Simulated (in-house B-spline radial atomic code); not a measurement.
How numerical settings move a run on Zr2+, [Kr] 4d2. Computed with an all-electron radial atomic-structure program (B-spline basis): scalar-relativistic (X2C) r2SCAN, spin-polarised, spherical fractional occupations, Fermi nucleus of rms radius 4.2694 fm.

Command:
```bash
python run_scf.py task.json out
```
Settings of the sound reference run:
```
Z                40
electrons        38
configuration    [Kr] 4d2
hamiltonian      x2c
method           r2scan
spin_polarised   True
nucleus          fermi
rms_radius       4.2694
mass_number      90
atomic_mass      89.9047
speed_of_light   137.036
knot_spacing     0.22
spline_order     8
gauss_points     12
box_radius       22.22
max_iterations   70
damping          0.5
damped_steps     3
diis_vectors     10
tolerance        1e-08
start            Thomas-Fermi
```

Time taken, with all properties: 0.53 s on 1 thread of Arm Neoverse N1 (shared host).

It converges in 8 iterations to -3597.520036 hartree, with 4d up at -17.7825 eV. The other runs change the listed settings, some to values that make no sense; their results aren't properties of the atom or ion. Radii are in bohr (the nuclear one in fm), a minus after a letter asks for a j subshell, and «unchanged» means within 1e-8 hartree. The run stops when the residual is below 10 × tolerance × max(1, Z/10), or a noise floor if that is larger, and the energy moves by less than 1e-8 × √|E| hartree; so very loose and very tight tolerances often act alike.

```tsv
changed settings	outcome
hamiltonian = dirac, method = hf, spin_polarised = False, speed_of_light = 20.00726	stopped with error: Z/c is past the critical charge
electrons = 39, configuration = [Kr] 4d2 5s-1, max_iterations = 50	stopped with error: j subshells need the Dirac Hamiltonian and l > 0
knot_spacing = 0.55, spline_order = 10, max_iterations = 75, damping = 0.8, diis_vectors = 2	converged in 10 iterations, energy +5.27e-02 hartree from the reference, 4d up level -8.3e-03 eV
spline_order = 10	converged in 8 iterations, energy -1.67e-05 hartree from the reference, 4d up level -1.4e-04 eV
damped_steps = 30	converged in 15 iterations, energy unchanged, 4d up level -4.8e-06 eV
damped_steps = 8	converged in 11 iterations, energy unchanged, 4d up level -4.8e-06 eV
spline_order = 5	converged in 8 iterations, energy +3.10e-05 hartree from the reference, 4d up level -1.0e-04 eV
box_radius = 88.88, max_iterations = 60, damping = 0.95	converged in 9 iterations, energy +5.88e-08 hartree from the reference, 4d up level -1.4e-05 eV
diis_vectors = 20	converged in 8 iterations, energy unchanged
knot_spacing = 0.15, first_knot = 0.00025, max_iterations = 60, damped_steps = 0, start = bare nucleus	converged in 7 iterations, energy -3.17e-04 hartree from the reference, 4d up level -2.8e-04 eV
spline_order = 7	converged in 8 iterations, energy -1.89e-05 hartree from the reference, 4d up level -1.8e-04 eV
diis_vectors = 2	converged in 8 iterations, energy unchanged, 4d up level +5.2e-07 eV
spline_order = 4	converged in 8 iterations, energy +1.60e-03 hartree from the reference, 4d up level -3.0e-04 eV
```

(1) What happens with gauss_points = 16, max_iterations = 2?

(2) What happens with diis_vectors = 1?

(3) What happens with spline_order = 3?

(4) What happens with electrons = 39, configuration = [Kr] 4d2 3f1, max_iterations = 50?

## Answers

(1) Not converged after 2 iterations, last residual 1.4e-03, last energy +4.50e-06 hartree from the reference.

(2) Converged in 12 iterations, energy unchanged, 4d up level +3.6e-06 eV.

(3) Converged in 8 iterations, energy +9.28e-02 hartree from the reference, 4d up level -6.5e-03 eV.

(4) Stopped with error: there is no 3f shell.
